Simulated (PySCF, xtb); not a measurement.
C4H2BrCl, SMILES Cl/C(=C/C#C)Br.

Harmonic wavenumbers (cm⁻¹) from GFN2-xTB run with xtb at its own minimum, in rising order: 93, 126, 212, 260, 368, 420, 423, 506, 642, 663, 799, 812, 1043, 1207, 1599, 2246, 3061, 3396.

Q: What does B3LYP-D3(BJ)/def2-SVP in PySCF give at its own minimum? (The exact figures need the calculation; the answer reports its results.)

A: 109, 141, 236, 299, 419, 447, 494, 587, 671, 708, 840, 899, 1045, 1263, 1641, 2213, 3161, 3470. Paired by order, the mean absolute difference is 46 cm⁻¹ and the zero-point energies are 25.6 and 26.7 kcal/mol.
